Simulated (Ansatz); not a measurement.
Born–Oppenheimer molecular dynamics of H6O3Sn (10 atoms, charge 0, multiplicity 1). It starts at the highest image of a converged band. Of that band: Neighbouring images differ by up to 1.3 eV, so the band resolves the path poorly. A vibrational analysis at the climbing image gives one clearly imaginary mode, 1553i cm⁻¹: a first-order saddle point.

Theory: Ansatz 0.2.0, RKS BHLYP-D4/def2-SVP.

* ensemble: NVE (velocity Verlet)
* time step: 0.5 fs
* steps asked: 200
* starting velocities drawn for: 100 K
* seed: 4629

Frames 5 fs apart, positions in Å.

Velocities at 35.0 fs (Å/ps):

```
Sn 2.64 0.87 0.48
H -84.62 -25.90 40.43
O -2.36 -0.93 -3.38
H 1.77 3.58 -15.13
H -17.18 -6.24 13.07
O -0.48 3.54 4.34
H -6.67 9.73 -0.84
O -5.94 -8.10 -8.16
H -2.20 8.30 -27.18
H -63.02 -5.05 47.80
```

```xyz
10
Properties=species:S:1:pos:R:3 time_fs=35.0 energy_less_start_eV=-1.037 T=1103
Sn 0.243 0.257 -0.177
H -2.045 0.150 2.551
O 1.849 -0.048 -1.184
H 2.041 -0.961 -1.312
H -1.061 1.208 -0.769
O -0.372 -1.576 0.064
H -1.258 -1.813 0.382
O 1.095 1.260 1.221
H 2.037 1.126 1.009
H -1.411 0.551 2.635
10
Properties=species:S:1:pos:R:3 time_fs=40.0 energy_less_start_eV=-0.883 T=955
Sn 0.254 0.261 -0.176
H -2.389 0.070 2.761
O 1.843 -0.052 -1.206
H 2.055 -0.976 -1.405
H -1.101 1.154 -0.709
O -0.375 -1.562 0.089
H -1.255 -1.730 0.370
O 1.076 1.224 1.189
H 1.988 1.204 0.941
H -1.800 0.478 2.864
10
Properties=species:S:1:pos:R:3 time_fs=45.0 energy_less_start_eV=-0.889 T=960
Sn 0.260 0.263 -0.178
H -2.765 -0.036 2.958
O 1.849 -0.061 -1.239
H 2.037 -0.953 -1.504
H -1.094 1.099 -0.692
O -0.374 -1.556 0.116
H -1.297 -1.630 0.381
O 1.074 1.206 1.188
H 2.013 1.328 0.977
H -2.149 0.433 3.100
10
Properties=species:S:1:pos:R:3 time_fs=50.0 energy_less_start_eV=-1.046 T=1110
Sn 0.262 0.263 -0.185
H -3.101 -0.114 3.160
O 1.861 -0.067 -1.278
H 1.988 -0.952 -1.607
H -1.112 1.109 -0.747
O -0.375 -1.556 0.149
H -1.306 -1.534 0.390
O 1.096 1.212 1.222
H 2.009 1.453 1.095
H -2.532 0.360 3.327
10
Properties=species:S:1:pos:R:3 time_fs=55.0 energy_less_start_eV=-1.049 T=1115
Sn 0.264 0.261 -0.196
H -3.434 -0.187 3.365
O 1.871 -0.070 -1.320
H 1.902 -0.958 -1.707
H -1.079 1.136 -0.822
O -0.379 -1.557 0.186
H -1.295 -1.501 0.404
O 1.125 1.231 1.278
H 2.020 1.538 1.204
H -2.916 0.281 3.548
10
Properties=species:S:1:pos:R:3 time_fs=60.0 energy_less_start_eV=-0.990 T=1058
Sn 0.267 0.259 -0.207
H -3.800 -0.291 3.555
O 1.872 -0.073 -1.361
H 1.808 -0.916 -1.780
H -0.977 1.155 -0.882
O -0.382 -1.554 0.227
H -1.332 -1.539 0.444
O 1.143 1.250 1.339
H 2.053 1.572 1.248
H -3.264 0.234 3.781
10
Properties=species:S:1:pos:R:3 time_fs=65.0 energy_less_start_eV=-0.959 T=1027
Sn 0.275 0.258 -0.217
H -4.137 -0.367 3.756
O 1.858 -0.074 -1.395
H 1.734 -0.908 -1.873
H -0.909 1.217 -0.953
O -0.388 -1.544 0.269
H -1.302 -1.616 0.482
O 1.147 1.259 1.387
H 2.037 1.529 1.219
H -3.640 0.159 4.002
10
Properties=species:S:1:pos:R:3 time_fs=70.0 energy_less_start_eV=-0.914 T=984
Sn 0.287 0.259 -0.224
H -4.467 -0.433 3.964
O 1.831 -0.076 -1.423
H 1.705 -0.861 -1.948
H -0.862 1.282 -1.007
O -0.388 -1.527 0.309
H -1.309 -1.677 0.537
O 1.133 1.252 1.414
H 2.044 1.453 1.144
H -4.023 0.074 4.216
10
Properties=species:S:1:pos:R:3 time_fs=75.0 energy_less_start_eV=-0.955 T=1024
Sn 0.300 0.261 -0.229
H -4.829 -0.536 4.153
O 1.796 -0.079 -1.445
H 1.702 -0.830 -2.022
H -0.792 1.290 -1.004
O -0.383 -1.504 0.346
H -1.296 -1.678 0.588
O 1.107 1.229 1.411
H 2.008 1.361 1.114
H -4.374 0.024 4.448
10
Properties=species:S:1:pos:R:3 time_fs=80.0 energy_less_start_eV=-1.052 T=1117
Sn 0.314 0.264 -0.231
H -5.169 -0.613 4.355
O 1.762 -0.081 -1.465
H 1.705 -0.819 -2.086
H -0.774 1.292 -0.989
O -0.372 -1.477 0.380
H -1.268 -1.603 0.631
O 1.073 1.191 1.380
H 2.001 1.302 1.174
H -4.746 -0.050 4.667
10
Properties=species:S:1:pos:R:3 time_fs=85.0 energy_less_start_eV=-1.067 T=1133
Sn 0.326 0.267 -0.230
H -5.499 -0.673 4.567
O 1.736 -0.085 -1.489
H 1.692 -0.797 -2.098
H -0.831 1.307 -0.976
O -0.356 -1.448 0.408
H -1.288 -1.482 0.686
O 1.040 1.144 1.332
H 2.003 1.272 1.324
H -5.128 -0.141 4.876
10
Properties=species:S:1:pos:R:3 time_fs=90.0 energy_less_start_eV=-0.981 T=1049
Sn 0.336 0.271 -0.230
H -5.856 -0.773 4.756
O 1.722 -0.087 -1.516
H 1.652 -0.835 -2.119
H -0.873 1.264 -0.916
O -0.345 -1.423 0.436
H -1.240 -1.346 0.727
O 1.019 1.103 1.289
H 1.926 1.229 1.495
H -5.482 -0.193 5.107
```

Of the whole run (100 fs, mean temperature of the second half 1050 K): The conserved energy stayed within 0.11 meV per atom of its start (net change 0.057 meV per atom), so the integration is sound. The system heated up, since it started high on the potential surface and ran downhill. A run of 0.1 ps of so small a system gives no equilibrium averages. The orbitals stay closed-shell, which can raise the energy where a bond breaks towards radicals; this wasn't checked here.

The run took 8.9 min on 2 threads of Arm Neoverse V1 (shared host), peak memory 0.21 GiB.
